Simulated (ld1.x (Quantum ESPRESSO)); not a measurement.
## PBE TM dataset for tungsten (W), scalar-relativistic all-electron reference.

```
Element                 : W (Z = 74)
Generator               : ld1.x (Quantum ESPRESSO) 7.5
Type                    : norm-conserving Troullier–Martins (Kleinman–Bylander form)
Functional              : PBE
Relativity              : scalar-relativistic
Frozen core             : [Xe] 4f14
Valence charge          : 6
Reference configuration : 5d4 6s1 6p0 (charge +1)
Partial waves           : 6p (bound, empty): rc 3.60 bohr; 5d (bound): rc 2.05 bohr; 6s (bound): rc 2.00 bohr
Local potential         : the s channel
Core correction         : Bessel-smoothed model core inside 1.40 bohr
```

Calculated quality:

* Cutoffs needed: 30 Ry and 40 Ry (the cutoffs (Ry, on a coarse ladder) from which the occupation-weighted sum of valence levels, in a spherical-Bessel basis at the reference potential, stays within 10 and 1 mRy of its value at 400 Ry)
* Ghost test: no extra level below or beside the all-electron valence levels (p, d, s, f tested) (spherical-Bessel basis up to 400 Ry, 20 bohr box)
* Largest excitation error: -803 meV (all-electron minus pseudo) for 5d2 6s0 6p0, out of 7 test configurations

Generation and tests took about 3.3 s on one core of a shared server CPU.
